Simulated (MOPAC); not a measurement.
A run for MOPAC: PM6 on BrH5OSi (a complex), monomers drawn apart or pushed together.

```
PM6 1SCF PRECISE CHARGE=0 THREADS=1
BrH5OSi

Br    -0.60941552 1    -1.15564798 1    -0.02079492 1
H     -0.15485613 1    -0.42266917 1     1.13543890 1
O      0.38154659 1     0.42679039 1     2.51648788 1
Si    -0.12337058 1     0.06078784 1     4.06119657 1
H      1.06626735 1     1.08885863 1     2.38973910 1
H      1.00534810 1    -0.44654249 1     4.87469066 1
H     -1.15301142 1    -0.97887331 1     3.88932880 1
H     -0.69036782 1     1.25831931 1     4.72270152 1
```

It printed:

```
*******************************************************************************
 **                                                                           **
 **                              MOPAC v23.2.5                                **
 **                                                                           **
 *******************************************************************************
 ** MOPAC's Digital Object Identifier: https://doi.org/10.5281/zenodo.6511958 **
 **                                                                           **
 ** Please cite the open-source release paper for use of this MOPAC version:  **
 ** J. E. Moussa and J. J. P. Stewart (2026)                                  **
 ** MOPAC: An open-source semiempirical molecular orbital program             **
 ** J. Open Source Softw., 11(119), 8025, https://doi.org/10.21105/joss.08025 **
 *******************************************************************************

                              PM6 CALCULATION RESULTS

 *******************************************************************************
 *  PM6        - The PM6 Hamiltonian to be used
 *
 *
 *
 *                 CHARGE ON SYSTEM = 0
 *
 *
 *
 *  PRECISE    - TIGHTER CRITERIA TO BE USED
 *  1SCF       - DO 1 SCF AND THEN STOP
 *  THREADS=1  - MULTI-THREADING NOT USED
 *  T=         - A TIME OF 172800.0 SECONDS REQUESTED
 *  DUMP=N     - RESTART FILE WRITTEN EVERY 7200.0 SECONDS REQUESTED
 *******************************************************************************
PM6 1SCF PRECISE CHARGE=0 THREADS=1
 BrH5OSi

   ATOM   CHEMICAL          X               Y               Z
  NUMBER   SYMBOL      (ANGSTROMS)     (ANGSTROMS)     (ANGSTROMS)

     1      Br         -0.60941552  *  -1.15564798  *  -0.02079492  *
     2       H         -0.15485613  *  -0.42266917  *   1.13543890  *
     3       O          0.38154659  *   0.42679039  *   2.51648788  *
     4      Si         -0.12337058  *   0.06078784  *   4.06119657  *
     5       H          1.06626735  *   1.08885863  *   2.38973910  *
     6       H          1.00534810  *  -0.44654249  *   4.87469066  *
     7       H         -1.15301142  *  -0.97887331  *   3.88932880  *
     8       H         -0.69036782  *   1.25831931  *   4.72270152  *



          CARTESIAN COORDINATES

    NO.       ATOM           X           Y           Z

     1        Br         -0.6094     -1.1556     -0.0208
     2         H         -0.1549     -0.4227      1.1354
     3         O          0.3815      0.4268      2.5165
     4        Si         -0.1234      0.0608      4.0612
     5         H          1.0663      1.0889      2.3897
     6         H          1.0053     -0.4465      4.8747
     7         H         -1.1530     -0.9789      3.8893
     8         H         -0.6904      1.2583      4.7227

 General Reference for PM6:
 "Optimization of Parameters for Semiempirical Methods V: Modification of NDDO Approximations
 and Application to 70 Elements", J. J. P. Stewart, J. Mol. Mod., 13, 1173-1213 (2007)
 URL: https://link.springer.com/article/10.1007/s00894-007-0233-4

           Empirical Formula: H5 O Br Si  =     8 atoms



      MOLECULAR POINT GROUP   :   C1


      RHF CALCULATION, NO. OF DOUBLY OCCUPIED LEVELS = 11


 -------------------------------------------------------------------------------
 PM6 1SCF PRECISE CHARGE=0 THREADS=1
 BrH5OSi



     1SCF WAS SPECIFIED, SO BFGS WAS NOT USED
     SCF FIELD WAS ACHIEVED


                              PM6 CALCULATION
                                                       MOPAC v23.2.5 Linux




          FINAL HEAT OF FORMATION =        -86.08006 KCAL/MOL =    -360.15899 KJ/MOL


          COSMO AREA              =        131.25 SQUARE ANGSTROMS
          COSMO VOLUME            =        117.94 CUBIC ANGSTROMS

          IONIZATION POTENTIAL    =         10.616112 EV
          HOMO LUMO ENERGIES (EV) =        -10.616 -0.482
          NO. OF FILLED LEVELS    =         11
          MOLECULAR WEIGHT        =        129.0284         POINT GROUP:  C1

          MOLECULAR DIMENSIONS (Angstroms)

            Atom       Atom       Distance
            H     8   Br     1     5.32302
            H     7    H     5     3.35597
            H     8    H     6     2.31475


          SCF CALCULATIONS        =          1





   ATOM   CHEMICAL          X               Y               Z
  NUMBER   SYMBOL      (ANGSTROMS)     (ANGSTROMS)     (ANGSTROMS)

     1      Br         -0.60941552  *  -1.15564798  *  -0.02079492  *
     2       H         -0.15485613  *  -0.42266917  *   1.13543890  *
     3       O          0.38154659  *   0.42679039  *   2.51648788  *
     4      Si         -0.12337058  *   0.06078784  *   4.06119657  *
     5       H          1.06626735  *   1.08885863  *   2.38973910  *
     6       H          1.00534810  *  -0.44654249  *   4.87469066  *
     7       H         -1.15301142  *  -0.97887331  *   3.88932880  *
     8       H         -0.69036782  *   1.25831931  *   4.72270152  *

                             CARTESIAN COORDINATES

   1   Br       -0.609415520    -1.155647980    -0.020794920
   2    H       -0.154856130    -0.422669170     1.135438900
   3    O        0.381546590     0.426790390     2.516487880
   4   Si       -0.123370580     0.060787840     4.061196570
   5    H        1.066267350     1.088858630     2.389739100
   6    H        1.005348100    -0.446542490     4.874690660
   7    H       -1.153011420    -0.978873310     3.889328800
   8    H       -0.690367820     1.258319310     4.722701520


           Empirical Formula: H5 O Br Si  =     8 atoms



      MOLECULAR POINT GROUP   :   C1


                  EIGENVALUES
 -30.70918 -27.33789 -20.33712 -17.74675 -15.78064 -14.44492 -12.83663 -11.60906
 -11.54910 -10.61796 -10.61611  -0.48198   0.47236   0.59042   1.09276   1.53235
   1.72591   2.64120   4.09082   4.28843   4.43279   4.80250 114.50802 114.51448
 114.63453 114.94469 114.94496


              NET ATOMIC CHARGES AND DIPOLE CONTRIBUTIONS

  ATOM NO.   TYPE          CHARGE      No. of ELECS.   s-Pop       p-Pop       d-Pop
    1         Br          -0.271238        7.2712     1.98135     5.28705     0.00284
    2          H           0.245732        0.7543     0.75427
    3          O          -0.615722        6.6157     1.66917     4.94655
    4         Si           0.322361        3.6776     1.17269     1.67263     0.83232
    5          H           0.362611        0.6374     0.63739
    6          H          -0.019565        1.0196     1.01956
    7          H          -0.004728        1.0047     1.00473
    8          H          -0.019450        1.0195     1.01945
 DIPOLE           X         Y         Z       TOTAL
 POINT-CHG.     1.145     1.682     3.388     3.952
 HYBRID         0.486     0.361    -1.068     1.228
 SUM            1.632     2.043     2.319     3.495


          ATOMIC ORBITAL ELECTRON POPULATIONS

     Atom    s        px        py        pz      x^2-y^2     xz        z^2       yz        xy
    1 Br   1.98135   1.92971   1.81653   1.54080   0.00008   0.00054   0.00067   0.00132   0.00023
    2  H   0.75427
    3  O   1.66917   1.61762   1.63460   1.69434
    4 Si   1.17269   0.64279   0.66231   0.36753   0.06242   0.21744   0.14032   0.18850   0.22363
    5  H   0.63739
    6  H   1.01956
    7  H   1.00473
    8  H   1.01945

 **********************
 *                    *
 * JOB ENDED NORMALLY *
 *                    *
 **********************




 == MOPAC DONE ==
```

The run finished.

Cost: very roughly 0.04 core-seconds.
